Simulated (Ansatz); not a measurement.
One geometry of GeH2MePh (C7H10Ge), several levels of theory.

```yaml
crystal:
  periodic: [false, false, false]
  atoms:
    - {symbol: Ge, position_ang: [1.159967, 1.415343, 0.825219]}
    - {symbol: H, position_ang: [1.160592, 1.409507, 2.368914]}
    - {symbol: H, position_ang: [2.616923, 1.429141, 0.314513]}
    - {symbol: C, position_ang: [0.216069, 2.993997, 0.165607]}
    - {symbol: H, position_ang: [0.701485, 3.915623, 0.518844]}
    - {symbol: H, position_ang: [-0.825587, 2.985596, 0.518442]}
    - {symbol: H, position_ang: [0.210383, 2.998129, -0.934279]}
    - {symbol: C, position_ang: [0.285658, -0.210490, 0.199158]}
    - {symbol: C, position_ang: [0.580594, -0.742684, -1.063641]}
    - {symbol: C, position_ang: [-0.068949, -1.885514, -1.528324]}
    - {symbol: C, position_ang: [-1.024230, -2.516595, -0.732566]}
    - {symbol: C, position_ang: [-1.325017, -2.002933, 0.528070]}
    - {symbol: C, position_ang: [-0.673263, -0.859499, 0.988827]}
    - {symbol: H, position_ang: [1.331592, -0.261001, -1.697791]}
    - {symbol: H, position_ang: [0.172858, -2.287388, -2.515825]}
    - {symbol: H, position_ang: [-1.532690, -3.414110, -1.094148]}
    - {symbol: H, position_ang: [-2.070608, -2.497164, 1.156525]}
    - {symbol: H, position_ang: [-0.915775, -0.469967, 1.982443]}
basis:
  gaussian: {orbitals: STO-3G}
hamiltonian: {xc: hf}
scf: {omitted_lower_state_checks: [starts]}
output: {orbitals: {seedname: orbitals}}
```

The file start.molden holds the orbitals of an earlier run on this structure, at another level or in another basis.

```sh
$ ansatz run in.yaml --threads 2 --pin off --events-out ev --progress --plain --max-ram 32768MiB --backend cpu
```

Output, abridged:

```
Functional definition: HF
816 factors; integrals over basis functions are off by at most 4.1e-5 eV
mean field evaluation 1: about -63113.1366 eV, gradient 1.8e1 eV
mean field evaluation 2: about -63113.4233 eV, gradient 1.7e1 eV
mean field evaluation 4: about -63114.7209 eV, gradient 3.6e-1 eV
mean field evaluation 8: about -63114.7206 eV, gradient 1.5e-5 eV
mean field -63114.72056073 eV, -2319.4231999126 hartree, gradient 1.9e-5 eV, S^2 0.000000; 0 other end points of the search recorded, 0 dependent functions left out
reference -63114.72056073 eV, -2319.4231999126 hartree; 42, 42 occupied and 21, 21 virtual orbitals, 816 factors
Total energy: -63114.72056073 eV, -2319.4231999126 hartree
Checks for a lower state left out: starts
```

Run time 0.92 s (2 threads of AMD EPYC 7R13 on a shared host).

The first input with `gaussian: {orbitals: def2-TZVP, initial_orbitals: start.molden}` (abridged; 11 s, on the card):

```
Functional definition: HF
mean field -63847.75575750 eV, -2346.3617465249 hartree, gradient 1.6e-5 eV, S^2 0.000000
Total energy: -63847.75575750 eV, -2346.3617465249 hartree
Checks for a lower state left out: starts
```

First input, but with `gaussian: {orbitals: def2-TZVP, initial_orbitals: start.molden}`, `hamiltonian: {xc: r2scan, dispersion: d4}`, `output: {forces: true, orbitals: {seedname: orbitals}}` (abridged; 12 s, on the card):

```
Functional definition: r2SCAN
mean field -63938.32076934 eV, -2349.6899493229 hartree, gradient 2.0e-5 eV, S^2 0.000000
Total energy: -63938.45398092 eV, -2349.6948447580 hartree
Atom 0 force     0.080060    -0.028114     0.057368 eV/Å
Atom 1 force    -0.001705     0.005309    -0.076968 eV/Å
Atom 2 force    -0.073138     0.004725     0.023465 eV/Å
Atom 3 force    -0.151872     0.258368    -0.106803 eV/Å
Atom 4 force    -0.131794    -0.242054    -0.096313 eV/Å
Atom 5 force     0.273712     0.005024    -0.092594 eV/Å
Atom 6 force     0.000266     0.000713     0.288045 eV/Å
Atom 7 force    -0.056814    -0.158314    -0.038543 eV/Å
Atom 8 force     0.041226     0.046147    -0.058160 eV/Å
Atom 9 force     0.015678    -0.036316    -0.090235 eV/Å
Atom 10 force    -0.044197    -0.088258    -0.028294 eV/Å
Atom 11 force    -0.072786    -0.047521     0.045553 eV/Å
Atom 12 force    -0.029122     0.039651     0.069088 eV/Å
Atom 13 force    -0.180754    -0.124310     0.157513 eV/Å
Atom 14 force    -0.059423     0.102699     0.256040 eV/Å
Atom 15 force     0.133767     0.236499     0.093625 eV/Å
Atom 16 force     0.195171     0.127623    -0.158748 eV/Å
Atom 17 force     0.061724    -0.101870    -0.244040 eV/Å
Dipole moment:    -0.127080     0.003947    -0.089240 e Å
Checks for a lower state left out: starts
```

The first input with `gaussian: {orbitals: def2-SVP, initial_orbitals: start.molden}`, `hamiltonian: {xc: pbe0, dispersion: d4}` (abridged; 7 s):

```
Functional definition: PBE0
mean field -63911.94667844 eV, -2348.7207193594 hartree, gradient 1.3e-5 eV, S^2 0.000000
Total energy: -63912.37719965 eV, -2348.7365407221 hartree
Checks for a lower state left out: starts
```

First input, but with `gaussian: {orbitals: def2-SVP, initial_orbitals: start.molden}`, `hamiltonian: {xc: pbe, dispersion: d4}` (abridged; 3.8 s):

```
Functional definition: PBE
mean field -63909.31387140 eV, -2348.6239654851 hartree, gradient 2.1e-5 eV, S^2 0.000000
Total energy: -63909.81871081 eV, -2348.6425179911 hartree
Checks for a lower state left out: starts
```

Geometry: PBE0-D4/def2-SVP.

The restricted singlet is unstable towards broken spin symmetry in Hartree–Fock (as tested in another run); at HF/STO-3G this wasn't settled. At HF/def2-TZVP the restricted singlet is unstable: a solution with broken spin symmetry lies lower.
